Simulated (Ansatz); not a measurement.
A nudged elastic band was laid between two geometries of AlCl3H2 (6 atoms, charge 0, multiplicity 1).

Level of theory: RKS B3LYP-D4/def2-SVP in Ansatz 0.2.0.

```
movable images  : 5
climbing image  : yes
spring          : 5.0 eV/Å²
optimiser       : quadratic models (default)
start path      : through a guess of the saddle point
force threshold : 0.2 eV/Å
iteration limit : 60
end points      : relaxed
```

Image 0:

```xyz
6
Properties=species:S:1:pos:R:3
Al 0.156 0.620 -0.501
H 1.466 -0.199 -0.777
Cl -1.453 0.518 -1.864
Cl 0.206 2.275 0.809
H 0.330 -1.986 1.081
Cl -0.706 -1.227 1.252
```

Image 6:

```xyz
6
Properties=species:S:1:pos:R:3
Al -0.563 0.411 0.084
H 1.425 -0.693 -0.463
Cl -1.153 0.324 -1.920
Cl 0.500 2.078 0.766
H 1.139 -1.161 0.070
Cl -1.347 -0.957 1.463
```

**Question.** What changes between the two ends?

**Answer.** Bonds broken: Al1–H2, H5–Cl6. Bonds formed: Al1–Cl6, H2–H5. AlCl3H2 becomes AlCl3 + H2.

**Question.** Give the energies along the band, and the barrier.

**Answer.** The forces met the threshold. The highest image is number 3 of 0 to 6, 0.259 eV above the first end and 1.360 eV above the last; the last end lies 1.100 eV below the first. The threshold of 0.2 eV/Å is loose, so the images may lie well off the minimum-energy path. Another band between the same ends (5 images) ends at a top of the same energy, where a vibrational analysis finds 1 clearly imaginary mode. The orbitals stay closed-shell, which can raise the energy where a bond breaks towards radicals; this wasn't checked here.

| image | path coordinate (Å) | energy (eV) | Al1–H2 (Å) | H5–Cl6 (Å) | Al1–Cl6 (Å) |
| --- | --- | --- | --- | --- | --- |
| 0 | 0.00 | 0.000 | 1.57 | 1.30 | 2.69 |
| 1 | 0.42 | 0.038 | 1.57 | 1.30 | 2.66 |
| 2 | 0.84 | 0.140 | 1.59 | 1.32 | 2.63 |
| 3 | 1.27 | 0.259 | 1.66 | 1.45 | 2.41 |
| 4 | 1.72 | -0.409 | 1.87 | 1.88 | 2.21 |
| 5 | 2.18 | -0.990 | 2.14 | 2.34 | 2.12 |
| 6 | 2.64 | -1.100 | 2.34 | 2.86 | 2.09 |

**Question.** What is the geometry of the highest image?

**Answer.** 
```xyz
6
Properties=species:S:1:pos:R:3:forces:R:3
Al -0.043 0.455 -0.271 -0.04 -0.03 0.04
H 1.221 -0.622 -0.353 -0.05 0.07 -0.02
Cl -1.356 0.460 -1.908 0.05 -0.04 0.01
Cl 0.323 2.230 0.787 0.04 -0.05 -0.01
H 0.537 -1.237 0.477 0.11 0.04 -0.09
Cl -0.682 -1.286 1.268 -0.12 0.00 0.08
```

The run took 32 s on 2 threads of Intel(R) Xeon(R) Platinum 8488C (Sapphire Rapids), on a shared host, peak memory 0.19 GiB.
